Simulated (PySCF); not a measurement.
Si(H)2(F)(OH) (FH3OSi), SMILES O[SiH2]F.

Geometry: B3LYP-D3(BJ)/def2-TZVP. A frequency run showed that this geometry is not a minimum. The values are those of a single conformer.

All values below come from PySCF with TDDFT-B3LYP/def2-SVPD.

Vertical excitations.  State labels are in the subgroup Cs.

| state | symmetry | energy (eV) | λ (nm) | f | main pairs |
|---|---|---|---|---|---|
| S1 | A" | 7.50 | 165 | 0.005 | HOMO→LUMO 98 % |
| S2 | A" | 7.75 | 160 | 0.008 | HOMO→LUMO+1 98 % |
| S3 | A" | 8.81 | 141 | 0.038 | HOMO→LUMO+2 90 % |
| S4 | A" | 8.93 | 139 | 0.110 | HOMO→LUMO+3 80 % |
| S5 | A' | 9.07 | 137 | 0.052 | HOMO−1→LUMO 96 % |
| S6 | A" | 9.32 | 133 | 0.006 | HOMO−2→LUMO 91 % |
| S7 | A' | 9.48 | 131 | 0.008 | HOMO−1→LUMO+1 95 % |
| S8 | A" | 9.48 | 131 | 0.006 | HOMO−2→LUMO+1 97 % |
| S9 | A' | 10.34 | 120 | 0.005 | HOMO→LUMO+4 67 %, HOMO−1→LUMO+2 27 % |
| S10 | A' | 10.41 | 119 | 0.048 | HOMO→LUMO+5 85 % |
| T1 | A" | 7.16 | 173 | 0 | HOMO→LUMO 80 %, HOMO→LUMO+1 16 % |
| T2 | A" | 7.38 | 168 | 0 | HOMO→LUMO+1 79 %, HOMO→LUMO 15 % |
| T3 | A" | 8.25 | 150 | 0 | HOMO→LUMO+3 62 %, HOMO→LUMO+2 25 % |
| T4 | A" | 8.50 | 146 | 0 | HOMO→LUMO+2 66 %, HOMO→LUMO+3 19 % |
Triplets are in the Tamm–Dancoff approximation, which puts them higher than full response would, so one can lie above its singlet here.
